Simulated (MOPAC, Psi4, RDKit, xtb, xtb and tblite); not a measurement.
Two geometries of SMILES c1csc([SiH2]c2ccncc2)c1, relaxed at GFN2-xTB with one dihedral held; other torsions can differ between them too.

Structure A

```
21

C     -3.2684     1.2706     0.3696
C     -4.1128     0.4328    -0.2850
S     -3.2904    -0.9242    -0.9411
C     -1.7658    -0.3623    -0.3280
Si    -0.1919    -1.3335    -0.6202
C      0.3624    -1.1042    -2.4162
C      1.5652    -1.6507    -2.8577
C      1.9507    -1.4733    -4.1758
N      1.2306    -0.8032    -5.0599
C      0.0869    -0.2811    -4.6518
C     -0.3871    -0.4007    -3.3551
C     -1.9341     0.8138     0.3432
H     -3.5833     2.1783     0.8530
H     -5.1716     0.5250    -0.4248
H      0.8399    -0.8054     0.2787
H     -0.4338    -2.7599    -0.3777
H      2.1915    -2.2072    -2.1765
H      2.8804    -1.8853    -4.5480
H     -0.4736     0.2593    -5.4044
H     -1.3296     0.0488    -3.0795
H     -1.1172     1.3377     0.8074
```

Structure B

```
21

C     -3.3885     1.1298     0.3831
C     -4.1467     0.0805    -0.0284
S     -3.1908    -1.1998    -0.6534
C     -1.7236    -0.3148    -0.3612
Si    -0.0328    -1.0213    -0.7621
C     -0.2708    -2.5166    -1.8929
C      0.3463    -3.7373    -1.6372
C      0.1415    -4.7985    -2.5039
N     -0.6199    -4.7208    -3.5819
C     -1.2095    -3.5647    -3.8353
C     -1.0675    -2.4447    -3.0332
C     -2.0109     0.8998     0.1924
H     -3.7951     2.0322     0.8041
H     -5.2136    -0.0216    -0.0062
H      0.7557     0.0048    -1.4555
H      0.6366    -1.4545     0.4703
H      0.9790    -3.8581    -0.7705
H      0.6076    -5.7606    -2.3310
H     -1.8243    -3.5407    -4.7264
H     -1.5737    -1.5263    -3.2910
H     -1.2465     1.6101     0.4535
```

Q: Which is lower in energy at the level B3LYP-D3(BJ)/def2-SVP // GFN2-xTB in Psi4 1.11, and by how much?

A: A is lower, by 1.73 kJ/mol (dihedral S3–C4–Si5–C6: 75° in A, 15° in B).

E(B) − E(A) in kJ/mol at the other levels, on the same two geometries: GFN2-xTB (xtb and tblite) 0.79; MMFF94 // GFN2-xTB (RDKit) 7.28; B3LYP/def2-SVP // GFN2-xTB (Psi4) 3.12; PBE/def2-SVP // GFN2-xTB (Psi4) 2.68; PBE-D3(BJ)/def2-SVP // GFN2-xTB (Psi4) 1.99; UFF // GFN2-xTB (RDKit) -0.97; PM6, restricted, heats of formation // GFN2-xTB (MOPAC) 2.30; PM3, restricted, heats of formation // GFN2-xTB (MOPAC) 5.90; GFN1-xTB // GFN2-xTB (xtb) 1.14.
